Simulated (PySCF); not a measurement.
Selenium: a sound run and one with changed settings

Sound run: Se+ [Ar] 3d10 4s2 4p3, Se(2+) [Ar] 3d10 4s2 4p2. Computed with PySCF 2.14 in jorge-DZP-DKH (8s6p2d1f, 43 functions), with scalar relativity by spin-free X2C-1e. In the sound run the correlated levels freeze [Ar] 3d10. The sound run starts from symmetry-adapted Hartree-Fock orbitals and uses a fine grid where one is needed.

Changed run: basis STO-3G, all-electron and non-relativistic. This setting is unsound on purpose.

```json
{"species": "Se+", "method": "UHF", "sound run (hartree)": "-2427.62254", "changed run (hartree)": "-2373.29984", "converged": "yes"}
{"species": "Se+", "method": "PBE0", "sound run (hartree)": "-2429.04416", "changed run (hartree)": "-2374.30233", "converged": "yes"}
{"species": "Se+", "method": "LDA", "sound run (hartree)": "-2425.73904", "changed run (hartree)": "-2370.86327", "converged": "yes"}
{"species": "Se+", "method": "MP2", "sound run (hartree)": "-2427.64960", "changed run (hartree)": "-2373.29984", "converged": "yes"}
{"species": "Se(2+)", "method": "UHF", "sound run (hartree)": "-2426.85370", "changed run (hartree)": "-2372.53530", "converged": "yes"}
{"species": "Se(2+)", "method": "PBE0", "sound run (hartree)": "-2428.25797", "changed run (hartree)": "-2373.51634", "converged": "yes"}
{"species": "Se(2+)", "method": "LDA", "sound run (hartree)": "-2424.94957", "changed run (hartree)": "-2370.07955", "converged": "yes"}
{"species": "Se(2+)", "method": "MP2", "sound run (hartree)": "-2426.88091", "changed run (hartree)": "-2372.54313", "converged": "yes"}
{"species": "Se(2+)", "method": "CCSD(T)", "sound run (hartree)": "-2426.88988", "changed run (hartree)": "-2372.54903", "converged": "yes"}
```

Ionisation energy of Se+:

```
 method  sound run (eV)  changed run (eV)
    UHF          20.921            20.804
   PBE0          21.393            21.388
    LDA          21.483            21.326
    MP2          20.917            20.591
SCS-MP2          20.851            20.548
```

A minimal basis cannot let orbitals breathe on ionisation and holds almost no correlation. The Hamiltonian changed with the basis, so the totals do not compare.

For comparison, NIST gives 21.196 ± 0.01 eV between the lowest levels.
